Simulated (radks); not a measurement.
Q: These are the eigenvalues of the occupied orbitals of an atom or ion with whole-number occupations (eV). All-electron calculation, Dirac Kohn-Sham, LB94 model potential, spin-unpolarised, spherical densities, finite nucleus; Fermi nuclear charge, rms radius of each element as measured or else 0.836 A^(1/3) + 0.57 fm. Program: a radial shooting solver on a logarithmic mesh with Libxc functionals.

| orbital | eigenvalue |
|---|---|
| 1s1/2 | -71552.85 |
| 2s1/2 | -13951.89 |
| 2p1/2 | -13444.33 |
| 2p3/2 | -12077.49 |
| 3s1/2 | -4626.838 |
| 3p1/2 | -4401.552 |
| 3p3/2 | -4097.295 |
| 3d3/2 | -3722.062 |
| 3d5/2 | -3654.834 |
| 4s1/2 | -2194.755 |
| 4p1/2 | -2099.203 |
| 4p3/2 | -1999.932 |

Which element is it, and in what charge state? The configuration may be excited. Open shells, if any, fill j = l - 1/2 first.

A: Z = 74, tungsten, charge +41: W41+ in [Ar] 3d10 4s2 4p3. The list shows which subshells hold electrons but not how many an open one holds; the 1s level, -2629.5 hartree, gives Z - s = 72.5 by -(Z - s)^2/2, which with screening and relativity narrows Z to a few neighbours, and the depths of the outer levels then fix element, charge and occupations together.
